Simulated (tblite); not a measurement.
Species: C3H10OSi2.
Numbering: `[SiH3:1][O:2][CH:3]1[CH2:4][SiH2:5][CH2:6]1` (hydrogens: H7, H8, H9 on Si1; H10 on C3; H11, H12 on C4; H13, H14 on Si5; H15, H16 on C6)

A start from a force field or distance geometry was refined with tblite, GFN2-xTB geometry optimisation, gas phase. Values at the start:

```
  coordinate    start
      Si1–O2  1.676 Å
      Si1–H7  1.476 Å
      Si1–H9  1.479 Å
       O2–C3  1.441 Å
       C3–C4  1.590 Å
      C3–H10  1.103 Å
      C4–Si5  1.888 Å
      C4–H11  1.083 Å
      C4–H12  1.096 Å
     Si5–H13  1.487 Å
     Si5–H14  1.474 Å
   Si1–O2–C3   118.5°
    O2–C3–C4   114.6°
    O2–C3–C6   112.5°
   C3–C4–Si5    88.4°
    C4–C3–C6    93.9°
   C4–Si5–C6    76.0°
O2–C3–C4–Si5     146°
O2–C3–C6–Si5    -148°
C3–C4–Si5–C6     -25°
C4–Si5–C6–C3      25°
```

Q: How do these coordinates change at the GFN2-xTB level?

A: 
```
  coordinate  GFN2-xTB (Å or °)  change
      Si1–O2              1.614  -0.062
       O2–C3              1.393  -0.048
       C3–C4              1.543  -0.047
     Si5–H13              1.461  -0.026
      Si1–H9              1.454  -0.025
      C4–Si5              1.909  +0.021
     Si5–H14              1.463  -0.011
      C4–H12              1.087  -0.009
      Si1–H7              1.468  -0.008
      C3–H10              1.097  -0.006
      C4–H11              1.088  +0.005
   Si1–O2–C3              130.5   +12.0
    C4–C3–C6               99.8    +5.9
   C3–C4–Si5               90.6    +2.2
   C4–Si5–C6               76.3    +0.3
    O2–C3–C6              112.2    -0.3
    O2–C3–C4              114.5    -0.1
C4–Si5–C6–C3                 11     -14
C3–C4–Si5–C6                -11     +14
O2–C3–C6–Si5               -135     +13
O2–C3–C4–Si5                133     -13
```

The energy falls by 10.7 kcal/mol over 91 L-BFGS steps, the largest force on an atom goes from 2.29 to 0.010 eV/Å, and the atoms move by 0.373 Å rms after alignment. The bond that changes most is Si1–O2 (oxygen-bound silicon to silyl ether oxygen), which shortens by 0.062 Å. Bonds longer at the end by more than 0.005 Å: 3 of 16; shorter: 12. Among the dihedrals that turn most is H10–C3–C4–Si5, from -85° to -103°. Rotational constants go from 7057, 1079, 995.5 to 7197, 1096, 1007 MHz.

Its GFN2-xTB frequencies are all real (lowest 52 cm⁻¹). The numbers are those of one conformer.

These are computed values.
